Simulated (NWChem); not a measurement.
MgHSeCl; SMILES [Cl][Mg][SeH]

```xyz
4

Mg     0.0070    -0.7388     0.0000
Cl     0.0150    -2.9407     0.0000
Se     0.0324     1.6814     0.0000
H     -1.4414     1.6907     0.0000
```
Atoms are numbered in this order, from 1.

Program: NWChem. All runs use the structure optimised with PBE0/def2-SVP. B3LYP is NWChem's, with the RPA form of VWN correlation. Ions are spin-unrestricted doublets at the neutral geometry; other ion states weren't tried.

**Question.** Among these, which level gives the highest value of “ΔSCF minus −ε(HOMO) (eV)”?
A) BHandHLYP/def2-TZVP
B) PBE/def2-TZVP
C) B3LYP/def2-TZVP
D) PBE0/def2-TZVP

**Answer.** B, PBE/def2-TZVP. Values: BHandHLYP/def2-TZVP 1.24; PBE0/def2-TZVP 2.27; B3LYP/def2-TZVP 2.52; PBE/def2-TZVP 3.17
